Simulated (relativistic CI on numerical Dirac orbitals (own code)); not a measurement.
Cr⁺: L2,3 absorption edge

Computed with this model: Dirac-Coulomb-Breit CI, orbitals from a KLI potential per configuration, QED by a radiative potential, valence Slater integrals scaled by 0.8, multiplet model of core-to-valence dipole absorption; configurations [Ar] 3d5 → [He] 2s2 2p5 3s2 3p6 3d6; 300 K; Lorentzian 0.4 eV and Gaussian 0.3 eV FWHM. Energies are those of the free ion, without screening or charge transfer. The branching ratio is the share of the lower-energy edge in the whole absorption, uncertain by about 0.02 where the edges overlap. S is read from ⟨S²⟩ = S(S + 1).

Field parameters in Wybourne normalisation: D3d B²₀ = −7Dσ, B⁴₀ = −14Dq − 21Dτ, B⁴₃ = −14√(10/7) Dq; Oh B⁴₀ = 21Dq, B⁴₄ = √(5/14) B⁴₀; Td as Oh with Dq negative (B⁴₀ = 21Dq, B⁴₄ = √(5/14) B⁴₀). The field is a parameter set, without covalency.

free ion: ground-state S = 2.50, centroid 578.35 eV. Peaks (eV, height): 575.7 (100), 576.7 (40), 578.7 (12), 584.3 (20), 585.6 (30).

Oh, 10Dq = 14800 cm⁻¹: ground-state S = 2.50, centroid 578.32 eV. Peaks (eV, height): 574.4 (46), 576.3 (100), 583.5 (15), 585.4 (19), 586.3 (15).

D3d, 10Dq = 14100, Dσ = -450, Dτ = -480 cm⁻¹: ground-state S = 2.50, centroid 578.33 eV. Peaks (eV, height): 574.7 (32), 576.1 (100), 583.4 (12), 583.9 (11), 585.2 (21), 586.2 (16).

Td, 10Dq = -5100 cm⁻¹: ground-state S = 2.50, centroid 578.35 eV. Peaks (eV, height): 574.5 (13), 575.7 (100), 576.7 (40), 578.8 (12), 583.9 (11), 584.4 (17), 585.7 (25).

D3d, 10Dq = 5200, Dσ = -320, Dτ = 240 cm⁻¹: ground-state S = 2.50, centroid 578.35 eV. Peaks (eV, height): 574.9 (26), 575.8 (100), 578.7 (11), 583.9 (15), 585.6 (22).

Strongest unbroadened transitions for free ion:

```csv
Energy (eV),Relative strength
575.13,23.8
575.33,23.3
575.49,26.4
575.62,93.4
575.71,100.0
575.79,42.6
575.98,18.8
576.63,67.4
576.80,23.1
577.06,15.6
578.75,21.9
579.34,5.6
584.07,4.4
584.09,18.6
584.34,33.8
585.05,5.1
585.41,23.1
585.62,62.4
```
